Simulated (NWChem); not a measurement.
# C$_{2}$H$_{4}$AgN; SMILES C[N+]#[C-]->[AgH]

```xyz
8

Ag    -0.7940    -0.0621    -0.9048
H     -1.7834    -0.4710    -2.1503
C      2.0485     1.1066     2.5910
N      1.1815     0.7516     1.5401
C      0.4685     0.4584     0.6685
H      1.9383     2.1761     2.8192
H      3.0885     0.9057     2.2977
H      1.8066     0.5194     3.4882
```
Atoms are numbered in this order, from 1.

Level: PBE0/def2-SVP with def2 effective core potentials on Ag (NWChem), optimised geometry, unscaled harmonic frequencies. def2 effective core potentials on Ag; no spin-orbit coupling.

| frequency (cm⁻¹) | IR intensity (km/mol) |
|---|---|
| 95 | 2.8 |
| 96 | 2.8 |
| 253 | 2.8 |
| 317 | 51.4 |
| 317 | 51.5 |
| 482 | 82.5 |
| 482 | 82.5 |
| 1032 | 3.4 |
| 1129 | 0.4 |
| 1129 | 0.4 |
| 1430 | 8.8 |
| 1455 | 15.8 |
| 1455 | 15.8 |
| 1803 | 110.3 |
| 2361 | 272.8 |
| 3075 | 5.6 |
| 3184 | 0.0 |
| 3184 | 0.0 |

| Property | Result |
|---|---|
| zero-point energy | 33.3 kcal/mol |
| thermal correction to the enthalpy at 298.15 K (with zero-point energy) | 37.7 kcal/mol |
| heat capacity Cv | 18.6 cal/(mol K) |
| entropy at 298.15 K and 1 atm (symmetry number 1) | 78.7 cal/(mol K) |

Rigid rotor and harmonic oscillator; modes under 100 cm⁻¹ make the entropy uncertain.
